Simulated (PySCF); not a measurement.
H2W, SMILES [WH2] (connectivity only; charge and spin as stated), neutral, multiplicity 5.

Geometry: PBE-D3(BJ)/def2-TZVPD. The multiplicity is an assumed one; other spin states were not compared. The def2 effective core potentials stand for the cores of W; spin–orbit coupling is left out.

Computed with TDA-PBE/def2-TZVPD (PySCF).

Vertical excitations. Gas-phase values at a fixed geometry.

Computed UV-visible absorptions:
```
state    energy (eV)  λ (nm)      f                                main pairs
-------  -----------  ------  -----  ----------------------------------------
root 1          1.91     650  0.000                          α HOMO→LUMO 99 %
root 2          1.91     649  0.002                        α HOMO−2→LUMO 98 %
root 3          1.94     639  0.006                        α HOMO−1→LUMO 99 %
root 4          2.32     535  0.002                        α HOMO−3→LUMO 98 %
root 5          2.38     521  0.000                      α HOMO−1→LUMO+1 99 %
root 6          2.42     513  0.007                        α HOMO→LUMO+1 97 %
root 7          2.47     502  0.005                      α HOMO−2→LUMO+1 97 %
root 8          3.04     408  0.022  α HOMO−3→LUMO+1 75 %, α HOMO→LUMO+2 24 %
root 9          3.24     383  0.021                      α HOMO−1→LUMO+2 99 %
root 10         3.27     379  0.012                      α HOMO−2→LUMO+2 92 %
```
Unrestricted roots are not spin-pure.
